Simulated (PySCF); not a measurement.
Adding and removing an electron: InF

M06-2X; In def2-TZVPPD with ECP28, F def2-TZVPPD; scalar-relativistic core potentials (PySCF 2.14). Neutral (UKS): singlet (closed shell), Re = 2.005 Å, ωe = 523 cm⁻¹, De = 5.45 eV, HOMO -8.36 eV, LUMO -1.03 eV.

InF⁺ (UKS): doublet (σ ↑), Re = 1.908 Å, ωe = 611 cm⁻¹, De = 1.09 eV to In⁺ + F. The energies at the minima are -289.98187 hartree for InF and -289.61918 for InF⁺.

(1) Work out the adiabatic ionisation energy, without and with harmonic zero-point energies (1 hartree = 27.2114 eV, 1 eV = 8065.5 cm⁻¹), and the change of the bond length.

InF⁻ (UKS): doublet (π ↑), Re = 2.090 Å, ωe = 414 cm⁻¹, De = 2.26 eV to In + F⁻. The energies at the minima are -289.98187 hartree for InF and -289.98499 for InF⁻.

(2) Work out the adiabatic electron affinity, without and with harmonic zero-point energies (1 hartree = 27.2114 eV, 1 eV = 8065.5 cm⁻¹), and the change of the bond length.

These are scalar-relativistic numbers at best; spin–orbit coupling would shift them, the dissociation energy most. For an ion De counts to the pair picked by the measured ionisation energies or electron affinities, which need not be the lowest pair at this level. The highest Kohn–Sham level is positive in this anion. Much of that is self-interaction error, but it also means that the finite basis helps to hold the extra electron. States were picked by a PBE0 search and need not be the measured ground states.

## Answers

(1) At M06-2X: 0.36269 hartree = 9.869 eV between the minima; the zero-point term (611.0 − 523.0)/2 cm⁻¹ = +0.005 eV makes it 9.875 eV. Re changes by -9.7 pm against the neutral. Minus the HOMO energy is 8.36 eV, -1.51 eV from the value between the minima; self-interaction puts the Kohn–Sham level too high, less so with exact exchange. The electron leaves a σ orbital; in so polar a molecule the change of length follows mostly from the change of the ionic charges.

(2) At M06-2X: 0.00312 hartree = 0.085 eV between the minima; the zero-point term (523.0 − 414.0)/2 cm⁻¹ = +0.007 eV makes it 0.092 eV. Re changes by +8.5 pm against the neutral. The electron enters a π orbital; in so polar a molecule the change of length follows mostly from the change of the ionic charges.
